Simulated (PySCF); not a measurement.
C₅H₁₆N₂Si₂.
Structure used (PBE0-D3(BJ)/def2-SVP), in Å, numbered top down from 1:
```
atom  x, y, z in Å
C1     2.3903   -0.4791   -1.4288
N2     1.5785   -0.0527   -0.3168
C3     2.2588    0.8341    0.5917
Si4    0.2690   -1.0754    0.2352
C5    -0.9430   -1.4735   -1.1778
C6    -2.3674   -1.4847   -0.5968
C7    -2.6866   -0.1941    0.1697
Si8   -1.3380    0.1173    1.4756
N9    -1.0936    1.8173    1.7737
H10    2.7587    0.3907   -2.0050
H11    1.8057   -1.1054   -2.1206
H12    3.2809   -1.0662   -1.1197
H13    2.6510    1.7179    0.0535
H14    3.1218    0.3631    1.1086
H15    1.5621    1.1996    1.3616
H16    0.7505   -2.3708    0.8428
H17   -0.8531   -0.6642   -1.9249
H18   -0.7168   -2.4183   -1.6964
H19   -3.1074   -1.6520   -1.3983
H20   -2.4741   -2.3490    0.0852
H21   -2.6718    0.6677   -0.5230
H22   -3.6946   -0.2177    0.6138
H23   -1.6913   -0.4861    2.7990
H24   -0.7624    2.1154    2.6838
H25   -0.6865    2.3925    1.0441
```

Computed with PySCF 2.14.0, PBE0-D3(BJ)/def2-SVP geometry optimisation, gas phase.

Take the most abundant isotopes and a rigid rotor. The values belong to one conformer with, in the numbering `[CH3:1][N:2]([CH3:3])[Si@@H:4]1[CH2:5][CH2:6][CH2:7][Si@@H:8]1[NH2:9]`, C1–N2–Si4–C5 -56°, C7–Si8–N9–H 152° and -68°, N2–Si4–C5–C6 -143°, Si4–C5–C6–C7 53°, C5–C6–C7–Si8 -53°, C6–C7–Si8–N9 149°.

Give the principal moments of inertia and the rotational constants in cm⁻¹.

Ia = 335.51, Ib = 544.07, Ic = 783.37 u·Å²; 505379 MHz·u·Å²/I gives 1506, 928.9 and 645.1 MHz, that is A = 0.05025, B = 0.03098, C = 0.02152 cm⁻¹.

What kind of rotor is it?

An asymmetric top; Ray's κ = -0.341.

Is it planar, by Δ = Ic − Ia − Ib?

Not planar: Δ = Ic − Ia − Ib = -96.21 u·Å². For a rigid frame Δ = −2 Σ m c², so Σ m c² = 48.10 u·Å² lies off the ab plane: 19.16 from hydrogen and 28.94 from heavier atoms. The atom farthest from that plane is 2.09 Å away.

List the rotational levels J(Ka,Kc) to J = 4 (MHz).

Above 0(0,0):
J = 1: 1(0,1) 1574, 1(1,1) 2151, 1(1,0) 2435
J = 2: 2(0,2) 4640, 2(1,2) 5016, 2(1,1) 5867, 2(2,1) 7599, 2(2,0) 7681
J = 3: 3(0,3) 9072, 3(1,3) 9267, 3(1,2) 10954, 3(2,2) 12321, 3(2,1) 12693, 3(3,1) 15963, 3(3,0) 15979
J = 4: 4(0,4) 14784, 4(1,4) 14868, 4(1,3) 17603, 4(2,3) 18553, 4(2,2) 19507, 4(3,2) 22387, 4(3,1) 22489, 4(4,1) 27314, 4(4,0) 27316

Predict some low-J microwave lines.

The dipole components are |μa| = 0.85 D, |μb| = 0.72 D, |μc| = 0.91 D. The squared components, which scale the intensities, stand as 0.88 : 0.62 : 1.00 (a : b : c). Some lines, for components of 0.1 D or more:

| type | branch | J(Ka,Kc) | MHz | lower level (cm⁻¹) |
| --- | --- | --- | --- | --- |
| b | Q | 2(1,1) ← 2(0,2) | 1227 | 0.155 |
| b | Q | 3(2,1) ← 3(1,2) | 1739 | 0.365 |
| b | Q | 4(2,2) ← 4(1,3) | 1903 | 0.587 |
| b | R | 1(1,1) ← 0(0,0) | 2151 | 0.000 |
| c | Q | 5(3,3) ← 5(2,3) | 2341 | 0.936 |
| b | Q | 4(1,3) ← 4(0,4) | 2819 | 0.493 |
| a | R | 2(1,2) ← 1(1,1) | 2864 | 0.072 |
| b | Q | 4(2,3) ← 4(1,4) | 3684 | 0.496 |
| a | Q | 5(1,4) ← 5(1,5) | 3888 | 0.727 |
| b | Q | 5(3,3) ← 5(2,4) | 4172 | 0.875 |
| a | R | 3(2,1) ← 2(2,0) | 5012 | 0.256 |
| b | R | 4(1,4) ← 3(0,3) | 5796 | 0.303 |
| a | R | 4(3,1) ← 3(3,0) | 6510 | 0.533 |
| a | R | 4(1,3) ← 3(1,2) | 6649 | 0.365 |
| b | R | 5(1,5) ← 4(0,4) | 7008 | 0.493 |
| b | R | 3(2,1) ← 2(1,2) | 7677 | 0.167 |
| a | R | 5(3,2) ← 4(3,1) | 8293 | 0.750 |
| b | R | 5(2,4) ← 4(1,3) | 8639 | 0.587 |
| b | R | 4(3,2) ← 3(2,1) | 9694 | 0.423 |
| c | R | 4(3,2) ← 3(2,2) | 10065 | 0.411 |
| b | R | 4(2,2) ← 3(1,3) | 10240 | 0.309 |
| b | R | 4(4,0) ← 3(3,1) | 11353 | 0.532 |
| c | R | 5(3,3) ← 4(2,3) | 11862 | 0.619 |
| c | R | 5(4,1) ← 4(3,1) | 12896 | 0.750 |

Estimate the classical rotational partition function at 25 K, 50 K and 500 K.

Point group C1, symmetry number σ = 1; q = (√π/σ)·√((kT/h)³/(ABC)), k/h = 20836.6 MHz/K: 22200 at 25 K, 62700 at 50 K, 1980000 at 500 K.

PBE0-D3(BJ)/def2-SVP frequencies: not computed here. No vibrational averaging or centrifugal distortion is included, and the geometry carries the error of its method. A rigid rotor knows nothing of inversion at nitrogen or internal rotation, which can split or shift real lines. Quadrupole hyperfine structure (14N) is left out.

On one thread of an Arm Neoverse V1, no GPU (shared host), this took 5.5 min wall and 1.1 GiB of memory at its peak. That covers the optimisation of the geometry.
